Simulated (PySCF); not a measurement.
# Dipole response of Cr³⁺ (chromium, charge +3)

[Ar] 3d3, high-spin 4F determinant. Computed with PySCF 2.14 in ANO-RCC-VTZP, with the spin-free X2C one-electron Hamiltonian (Gaussian nucleus). Coupled (time-dependent) response in atomic units; α is the mean over directions. The basis has no added diffuse functions, which lowers α and C₆.

| method | mean α (bohr³) | C₆ (like pair) | S(−4) |
| --- | --- | --- | --- |
| PBEsol | 2.150 | 5.475 | 1.718 |

S(−4) is the Cauchy moment in α(ω) = α(0) + S(−4) ω² + …

α(iu) at PBEsol:

```tsv
u (hartree)	α(iu) (bohr³)
0	2.150
0.0500	2.146
0.100	2.133
0.200	2.086
0.300	2.017
0.500	1.848
0.750	1.635
1.00	1.442
1.50	1.122
2.00	0.8783
3.00	0.5606
5.00	0.2754
```

A single London oscillator, α(iu) = α/(1 + u²/ω²), gives C₆ = (3/4) ω α². Matching the computed C₆ needs ω = 4 × 5.475 / (3 × 2.150²) = 1.58 hartree.

For an ion, C₆ is the dispersion term alone; charge-induced terms of lower order in 1/R come first.
